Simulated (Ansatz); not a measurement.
Born–Oppenheimer molecular dynamics of CH$_{7}$BrGe (10 atoms, charge 0, multiplicity 1). It starts at the highest image of a converged band. Of that band: Neighbouring images differ by up to 1.8 eV, so the band resolves the path poorly. A vibrational analysis at the climbing image gives one clearly imaginary mode, 572i cm⁻¹: a first-order saddle point.

All numbers below come from Ansatz, RKS r2SCAN/def2-SVP.

| Quantity | Value |
| --- | --- |
| ensemble | NVE (velocity Verlet) |
| time step | 0.5 fs |
| steps asked | 200 |
| starting velocities drawn for | 300 K |
| seed | 4314 |

Frames 1 fs apart, positions in Å.

Velocities at 45 fs (Å/ps):

```
Ge -2.36 4.29 0.67
C -8.76 11.90 -8.37
H -21.61 38.96 -19.17
H -9.44 -5.07 4.59
H -2.55 26.73 -28.91
H -4.44 22.96 26.58
H -4.83 12.39 7.93
H -4.87 -4.72 18.91
Br 3.86 -6.99 0.17
H 16.54 12.41 28.37
```

```xyz
10
Properties=species:S:1:pos:R:3 time_fs=45 energy_less_start_eV=-0.599 T=880
Ge -0.065 -0.135 0.053
C -0.029 0.050 1.893
H -1.052 0.206 2.230
H 0.260 -0.739 2.658
H 0.551 0.933 2.280
H 1.359 -0.191 -0.545
H -0.581 1.117 -0.515
H -0.962 -1.331 -0.286
Br 1.488 -2.712 1.032
H 1.043 -1.516 1.927
10
Properties=species:S:1:pos:R:3 time_fs=46 energy_less_start_eV=-0.587 T=869
Ge -0.067 -0.131 0.053
C -0.037 0.062 1.886
H -1.076 0.246 2.211
H 0.249 -0.742 2.659
H 0.547 0.958 2.248
H 1.353 -0.169 -0.518
H -0.590 1.135 -0.509
H -0.966 -1.335 -0.268
Br 1.492 -2.719 1.032
H 1.063 -1.512 1.949
10
Properties=species:S:1:pos:R:3 time_fs=47 energy_less_start_eV=-0.647 T=927
Ge -0.069 -0.127 0.054
C -0.046 0.075 1.883
H -1.101 0.287 2.192
H 0.236 -0.739 2.651
H 0.539 0.977 2.213
H 1.347 -0.149 -0.493
H -0.606 1.162 -0.506
H -0.970 -1.337 -0.252
Br 1.495 -2.726 1.033
H 1.090 -1.526 1.957
10
Properties=species:S:1:pos:R:3 time_fs=48 energy_less_start_eV=-0.763 T=1039
Ge -0.071 -0.123 0.054
C -0.054 0.089 1.883
H -1.122 0.328 2.173
H 0.219 -0.728 2.635
H 0.528 0.991 2.174
H 1.343 -0.131 -0.469
H -0.627 1.195 -0.504
H -0.972 -1.337 -0.239
Br 1.499 -2.733 1.033
H 1.124 -1.558 1.952
10
Properties=species:S:1:pos:R:3 time_fs=49 energy_less_start_eV=-0.893 T=1163
Ge -0.074 -0.119 0.053
C -0.064 0.104 1.885
H -1.136 0.367 2.153
H 0.199 -0.709 2.611
H 0.517 1.002 2.135
H 1.342 -0.116 -0.448
H -0.652 1.228 -0.502
H -0.973 -1.335 -0.229
Br 1.503 -2.740 1.034
H 1.163 -1.606 1.936
10
Properties=species:S:1:pos:R:3 time_fs=50 energy_less_start_eV=-0.964 T=1230
Ge -0.076 -0.115 0.053
C -0.074 0.119 1.891
H -1.141 0.404 2.133
H 0.178 -0.686 2.584
H 0.507 1.013 2.098
H 1.345 -0.104 -0.432
H -0.678 1.258 -0.500
H -0.972 -1.331 -0.222
Br 1.507 -2.746 1.035
H 1.207 -1.663 1.911
10
Properties=species:S:1:pos:R:3 time_fs=51 energy_less_start_eV=-0.913 T=1182
Ge -0.078 -0.111 0.052
C -0.086 0.136 1.898
H -1.140 0.439 2.113
H 0.157 -0.664 2.559
H 0.500 1.027 2.065
H 1.352 -0.094 -0.420
H -0.704 1.280 -0.495
H -0.970 -1.326 -0.220
Br 1.511 -2.753 1.036
H 1.252 -1.722 1.887
10
Properties=species:S:1:pos:R:3 time_fs=52 energy_less_start_eV=-0.788 T=1064
Ge -0.081 -0.106 0.051
C -0.099 0.153 1.905
H -1.134 0.471 2.095
H 0.138 -0.649 2.541
H 0.500 1.044 2.038
H 1.363 -0.086 -0.413
H -0.728 1.292 -0.489
H -0.967 -1.320 -0.223
Br 1.515 -2.760 1.036
H 1.295 -1.768 1.873
10
Properties=species:S:1:pos:R:3 time_fs=53 energy_less_start_eV=-0.766 T=1043
Ge -0.084 -0.102 0.049
C -0.113 0.172 1.913
H -1.129 0.503 2.081
H 0.124 -0.643 2.534
H 0.504 1.065 2.017
H 1.375 -0.081 -0.409
H -0.749 1.293 -0.480
H -0.964 -1.313 -0.230
Br 1.519 -2.768 1.037
H 1.335 -1.791 1.881
10
Properties=species:S:1:pos:R:3 time_fs=54 energy_less_start_eV=-0.910 T=1180
Ge -0.086 -0.097 0.048
C -0.128 0.193 1.920
H -1.130 0.535 2.073
H 0.114 -0.648 2.539
H 0.512 1.086 2.002
H 1.386 -0.078 -0.409
H -0.765 1.284 -0.470
H -0.960 -1.308 -0.242
Br 1.523 -2.776 1.037
H 1.370 -1.784 1.914
10
Properties=species:S:1:pos:R:3 time_fs=55 energy_less_start_eV=-1.066 T=1329
Ge -0.089 -0.093 0.046
C -0.142 0.214 1.927
H -1.141 0.568 2.070
H 0.105 -0.655 2.551
H 0.522 1.104 1.994
H 1.395 -0.077 -0.412
H -0.779 1.265 -0.460
H -0.955 -1.304 -0.259
Br 1.528 -2.784 1.037
H 1.403 -1.759 1.965
10
Properties=species:S:1:pos:R:3 time_fs=56 energy_less_start_eV=-1.109 T=1372
Ge -0.092 -0.088 0.044
C -0.155 0.236 1.933
H -1.161 0.603 2.074
H 0.097 -0.659 2.566
H 0.532 1.117 1.994
H 1.400 -0.077 -0.416
H -0.789 1.238 -0.449
H -0.951 -1.301 -0.280
Br 1.532 -2.792 1.037
H 1.437 -1.726 2.022
```

Of the whole run (100 fs, mean temperature of the second half 1347 K): The conserved energy stayed within 0.31 meV per atom of its start (net change 0.062 meV per atom), so the integration is sound. The kinetic energy rose, since the run started high on the potential surface and went downhill. It ends in pieces (BrH + CH6Ge), so much of that is their flight and rotation, not heat. A run of 0.1 ps of so small a system gives no equilibrium averages. The orbitals stay closed-shell, which can raise the energy where a bond breaks towards radicals; this wasn't checked here.

Run time: 6.1 min on 4 threads of Arm Neoverse V2 (shared host), peak memory 0.2 GiB.
